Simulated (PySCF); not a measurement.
# UHF on O²⁺ (oxygen, charge +2)

Configuration: [He] 2s2 2p2, high-spin 3P determinant. Computed with PySCF 2.14 in x2c-TZVPall, with the spin-free X2C one-electron Hamiltonian (Gaussian nucleus).

| Item | Value |
| --- | --- |
| Total energy | -73.156090 hartree |
| One-electron energy | -92.6972 hartree |
| Hartree (Coulomb) energy | 26.8907 hartree |
| Exchange energy | -7.3496 hartree |
| ⟨S²⟩ | 2.0047 |
| ⟨L²⟩ | 2.008 |
| Sum of ⟨r⟩ | 4.433 bohr |
| Sum of ⟨r²⟩ | 5.044 bohr² |
| Traceless quadrupole moment −½Σ⟨3z² − r²⟩ along its main axis | 0.480 e·bohr² |
| Langevin diamagnetic susceptibility | -4.00 ×10⁻⁶ cm³/mol |
| Time after the integrals | 0.14 s of wall time on 1 thread of Intel(R) Xeon(R) 6975P-C (shared host) |

| shell | electrons | mean orbital energy (hartree) | rms radius, mean of both spins (bohr) |
| --- | --- | --- | --- |
| 1s α | 1 | -22.32650 | 0.230 |
| 1s β | 1 | -22.21951 | 0.230 |
| 2s α | 1 | -2.67508 | 1.13 |
| 2s β | 1 | -2.29378 | 1.13 |
| 2p α | 2 | -2.05006 | 1.09 |
